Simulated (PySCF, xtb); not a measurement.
C₃H₈O₂Si, SMILES COC[SiH2]C=O. One conformer was computed; it need not be the lowest.

Harmonic wavenumbers (cm⁻¹) from GFN2-xTB in xtb 6.7.1 at its own minimum, in rising order: 41, 57, 79, 121, 200, 227, 294, 373, 475, 550, 649, 673, 738, 764, 799, 817, 974, 1103, 1134, 1155, 1194, 1291, 1352, 1407, 1469, 1487, 1495, 1745, 2264, 2278, 2702, 2844, 2882, 2894, 2918, 3026.

Task: What does PBE-D3(BJ)/def2-SVP in PySCF give at its own minimum? (Estimate from the structure and the level; the computed values follow.)

Result: 41, 62, 81, 131, 201, 237, 299, 373, 447, 587, 616, 705, 778, 844, 870, 888, 954, 1131, 1142, 1160, 1184, 1253, 1330, 1399, 1402, 1413, 1443, 1736, 2163, 2176, 2715, 2869, 2894, 2908, 2953, 3066. Paired by order, the mean absolute difference is 31 cm⁻¹ and the zero-point energies are 63.6 and 63.5 kcal/mol.
